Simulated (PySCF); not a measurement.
CoF3, quintet: structure and spectrum

Method: UPBE0/[Co def2-SVP, F def2-SVP], no relativity, density fitting, PySCF.

The structure is a minimum.

```json
{
  "Point group": "D3h",
  "Bond lengths": "Co–F 1.724 Å (×3)",
  "Bond angles": "F–Co–F 120.0° (×3)",
  "Spin squared ⟨S²⟩": "6.010",
  "Atomisation energy without zero-point energy": "1203 kJ/mol",
  "Rotational constants": "0.1991, 0.1991, 0.09956 cm⁻¹",
  "Entropy at 298.15 K and 1 bar (electronic part: spin only)": "311.0 J/(mol K)",
  "Enthalpy at 298.15 K above 0 K": "15.88 kJ/mol",
  "Principal quadrupole moments (Buckingham, traceless) about the centre of mass": "-4.08, -4.08, 8.17 D Å",
  "Dipole moment": "0.00 D",
  "Heat capacity Cp at 298.15 K": "67.4 J/(mol K)",
  "Principal polarisabilities": "11.5, 28.2, 28.2 bohr³",
  "Lowest empty level (β)": "-5.26 eV",
  "Highest occupied level (α)": "-10.83 eV",
  "Zero-point energy": "15.4 kJ/mol",
  "Rotational symmetry number": "6"
}
```

Harmonic modes (masses in u: Co 58.933, F 18.998):
```
symmetry  ω (cm⁻¹)  IR (km/mol, summed over degenerate members)  μ (u)
    a2''       134                                         50.9  28.49
      e'       155                                         27.4  21.45
     a1'       650                                          0.0  19.00
      e'       736                                          239  24.32
```

In D3h the vibrations span a2'' + 2e' + a1'. The a1' mode carries no infrared intensity, as symmetry demands.

Charges (e):
| atom | Mulliken | Löwdin | polar tensor | spin (Mulliken) | Mayer order to Co1 |
| --- | --- | --- | --- | --- | --- |
| Co1 | 1.22 | 0.85 | 1.68 | 3.07 | – |
| F2,3,4 | -0.41 | -0.28 | -0.56 | 0.31 | 0.96 |

Mulliken populations on Co1: s 6.38, p 12.50, d 6.90, f 0.00.

Outer orbital energies (eV). α occupied: -12.85, -12.66, -12.63, -12.06, -11.74, -11.74, -10.83, -10.83; empty: -0.69, 1.69, 3.79, 5.67. β occupied: -13.39, -11.97, -11.97, -11.92, -11.92, -11.68, -11.14, -11.01; empty: -5.26, -5.26, -4.81, -4.80.

Formally Co is in oxidation state +3, d6, with 4 unpaired electrons (the high-spin count). The Mulliken spin on Co is 3.07. The polar-tensor charge on Co, 1.68, is far below the formal one.

This need not be the most stable arrangement of these atoms. With open d or f shells other occupations or spin states may lie lower.

The final relaxation and frequency run took about 50 core-seconds on a shared host.
